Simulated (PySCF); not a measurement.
C4H5BFN, SMILES N#C[C@H]1CCB1F. Geometry optimised at B3LYP-D3(BJ)/def2-SVP. The structure was generated by enumeration; whether it is a known compound was not checked.

Computed equilibrium geometry at B3LYP-D3(BJ)/def2-SVP (PySCF confirms it by a frequency run) as bond lengths and angles:
Atoms: N1 C2 C3 C4 C5 B6 F7 H8 H9 H10 H11 H12. Bonds (Å): N1–C2 1.160, C2–C3 1.448, C3–C4 1.578, C3–B6 1.598, C3–H8 1.105, C4–C5 1.565, C4–H9 1.099, C4–H10 1.099, C5–B6 1.571, C5–H11 1.103, C5–H12 1.100, B6–F7 1.313. Bond angles (°): N1–C2–C3 178.0, C2–C3–C4 119.4, C2–C3–B6 121.8, C2–C3–H8 109.9, C4–C3–B6 83.8, C4–C3–H8 110.0, B6–C3–H8 109.4, C3–C4–C5 94.1, C3–C4–H9 110.5, C3–C4–H10 114.5, C5–C4–H9 111.9, C5–C4–H10 116.5, H9–C4–H10 108.7, C4–C5–B6 85.1, C4–C5–H11 112.0, C4–C5–H12 117.6, B6–C5–H11 112.8, B6–C5–H12 119.9, H11–C5–H12 108.1, C3–B6–C5 93.1, C3–B6–F7 131.7, C5–B6–F7 134.6.
